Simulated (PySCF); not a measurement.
## Electron correlation in He (helium, neutral)

1s2, closed-shell 1S. Calculation: PySCF 2.14, in aug-cc-pVTZ with one added diffuse shell each of s, p, d type (5s4p3d, 32 functions); no relativity, point nucleus. Frozen: nothing; 2 electrons correlated.

With two correlated electrons CCSD is exact within the correlated space (frozen core and kept virtual orbitals).

```tsv
level	correlation energy (mhartree)
CCSD	-39.42
```

Diagnostics: T1 = 0.0017, D1 = 0.0024, largest double amplitude 0.039.

Cost of the coupled-cluster step: about 0.14 core-seconds, for 2 correlated electrons.
